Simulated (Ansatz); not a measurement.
```yaml
crystal:
  periodic: [false, false, false]
  atoms:
    - {symbol: O, position_ang: [1.081053, -4.808263, 3.755175]}
    - {symbol: Si, position_ang: [-1.752107, -2.806916, 2.752897]}
    - {symbol: O, position_ang: [-3.175094, -1.077779, 5.307809]}
    - {symbol: C, position_ang: [-0.453983, -0.571156, -0.169748]}
    - {symbol: C, position_ang: [0.816208, 1.005969, -2.019601]}
    - {symbol: Si, position_ang: [1.501574, 3.798153, -4.899447]}
    - {symbol: H, position_ang: [2.789666, -3.746103, 3.968165]}
    - {symbol: H, position_ang: [-4.165955, -5.102255, 1.495885]}
    - {symbol: H, position_ang: [-2.584338, 0.928050, 5.819676]}
    - {symbol: H, position_ang: [2.335237, 6.565446, -3.350671]}
    - {symbol: H, position_ang: [-0.548074, 3.531014, -7.556554]}
    - {symbol: H, position_ang: [4.628184, 2.851289, -6.096080]}
basis:
  gaussian: {orbitals: cc-pVTZ}
hamiltonian: {xc: {name: CAM-B3LYP}, dispersion: d3bjatm}
output: {forces: true}
```

```sh
$ ansatz run in.yaml --threads 2 --pin off --events-out ev --progress --plain --max-ram 22528MiB --backend cuda --devices 0, --max-vram 18GiB
```

Shortened log:

```
Functional definition: CAM-B3LYP
  name "CAM-B3LYP"
  cite "Yanai, Tew & Handy, Chem. Phys. Lett. 393, 51 (2004) doi:10.1016/j.cplett.2004.06.011"
  cite "Iikura, Tsuneda, Yanai & Hirao, J. Chem. Phys. 115, 3540 (2001) doi:10.1063/1.1383587"
  cite "Becke, Phys. Rev. A 38, 3098 (1988) doi:10.1103/PhysRevA.38.3098"
  cite "Lee, Yang & Parr, Phys. Rev. B 37, 785 (1988) doi:10.1103/PhysRevB.37.785"
  cite "Vosko, Wilk & Nusair, Can. J. Phys. 58, 1200 (1980) doi:10.1139/p80-159"
  parameter alpha = 0.19
  parameter beta = 0.46
  parameter omega = 0.33/bohr
  parameter ac = 0.81
  # Exact exchange under (alpha + beta erf(omega r))/r, Becke's under what is left of 1/r.
  exchange = (1 - alpha - beta)*b88_x + beta*b88_x_sr(omega) + alpha*exact_x + beta*exact_x_lr(omega)
  correlation = (1 - ac)*vwn5_c + ac*lyp_c
1590 factors; their error is unknown
384 factors; integrals over basis functions are off by at most 5.3e-5 eV
mean field evaluation 1: about -21900.8450 eV, gradient 1.2e2 eV
mean field evaluation 2: about -20788.8560 eV, gradient 3.3e2 eV
mean field evaluation 4: about -21189.1628 eV, gradient 2.7e2 eV
mean field evaluation 8: about -21962.9481 eV, gradient 1.5e1 eV
mean field evaluation 16: about -21964.1966 eV, gradient 1.3e-2 eV
mean field evaluation 32: about -21964.1647 eV, gradient 2.3e-1 eV
mean field -21964.19662343 eV, -807.1693380440 hartree, gradient 2.6e-6 eV, S^2 0.000000; 6 other end points of the search recorded, 0 dependent functions left out
the calculation of the forces begins
reference -21964.19693432 eV, -807.1693494688 hartree; 31, 31 occupied and 241, 241 virtual orbitals, 1590 factors
Total energy: -21964.34335825 eV, -807.1747304492 hartree
Atom 0 at     1.081053    -4.808263     3.755175 Å, force     2.256581     2.556639     0.040645 eV/Å
Atom 1 at    -1.752107    -2.806916     2.752897 Å, force    -0.172102    -0.344283     1.155099 eV/Å
Atom 2 at    -3.175094    -1.077779     5.307809 Å, force     1.401078     2.181650    -0.351732 eV/Å
Atom 3 at    -0.453983    -0.571156    -0.169748 Å, force     0.793669     1.259020    -1.435736 eV/Å
Atom 4 at     0.816208     1.005969    -2.019601 Å, force    -0.837562    -1.243529     1.468059 eV/Å
Atom 5 at     1.501574     3.798153    -4.899447 Å, force     0.644531     0.680130    -0.637786 eV/Å
Atom 6 at     2.789666    -3.746103     3.968165 Å, force    -3.247509    -1.895765    -0.418204 eV/Å
Atom 7 at    -4.165955    -5.102255     1.495885 Å, force     0.681226     0.682694     0.325886 eV/Å
Atom 8 at    -2.584338     0.928050     5.819676 Å, force    -0.781135    -3.070502    -0.910330 eV/Å
Atom 9 at     2.335237     6.565446    -3.350671 Å, force    -0.419203    -1.159370    -0.623983 eV/Å
Atom 10 at    -0.548074     3.531014    -7.556554 Å, force     0.676612     0.109938     0.973287 eV/Å
Atom 11 at     4.628184     2.851289    -6.096080 Å, force    -0.996186     0.243378     0.414796 eV/Å
Dipole moment:     0.239101     1.119143    -1.749551 e Å
```

(1) What is wrong with this run?

## Answers

(1) The geometry is stretched to more than twice its size. The calculation finished and met its thresholds. The result belongs to that input, not to the molecule as meant.
